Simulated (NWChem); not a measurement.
HfH₃Cl; SMILES [Cl][HfH3]

def2 effective core potentials on Hf; no spin-orbit coupling.

Task: Give the equilibrium geometry at PBE0/def2-SVP with def2 effective core potentials on Hf (NWChem) as a list of bonds and angles, with the point group.

Result: point group C3v; any orientation.
Bond lengths (Å): Hf1–Cl2 2.331, Hf1–H3 1.839, Hf1–H4 1.840, Hf1–H5 1.839. Bond angles (°): Cl2–Hf1–H3 110.3, Cl2–Hf1–H4 110.4, Cl2–Hf1–H5 110.2, H3–Hf1–H4 108.5, H3–Hf1–H5 108.7, H4–Hf1–H5 108.7.
